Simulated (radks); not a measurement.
The numbers below are computed, except where a source is named.
The nickel ion Ni8+ is in [Ar] 3d2. Code: a radial shooting solver on a logarithmic mesh with Libxc functionals. Model: scalar-relativistic Kohn-Sham, PBEsol, spin-polarised, spherical densities, finite nucleus; Fermi nuclear charge, rms radius of each element as measured or else 0.836 A^(1/3) + 0.57 fm. Open shells are filled with parallel spins first. One electron is removed from 3p, 2p, 3d, 3s in turn, with full relaxation. Which removal costs least, and what does each cost?

Answer. 3d 192.65 eV; 3p 253.61 eV; 3s 294.87 eV; 2p 1076.6 eV. The 3d electron leaves first.
